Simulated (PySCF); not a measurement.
Electron correlation in C⁺ (carbon, charge +1)

[He] 2s2 3d1, 2D determinant (an excited configuration). All numbers are calculated (PySCF 2.14, scalar relativity by spin-free X2C-1e, in x2c-TZVPPall with one added diffuse shell each of s, p, d type (6s4p3d1f, 40 functions)). Frozen: 1s2; 3 electrons correlated.

```json
{"level": "CCSD", "correlation energy (mhartree)": "-73.08"}
{"level": "(T)", "correlation energy (mhartree)": "-0.78"}
{"level": "CCSD(T)", "correlation energy (mhartree)": "-73.86"}
{"level": "CCSDT", "correlation energy (mhartree)": "-74.10"}
```

Diagnostics: T1 = 0.0084, D1 = 0.0131, largest double amplitude 0.157.

Task: Is a single reference adequate?

Result: Not fully. The outer electron is Rydberg-like, and this basis confines it to a smaller radius and binds it less than a complete one would. A double-excitation amplitude exceeds 0.15, a sign of near-degeneracy.
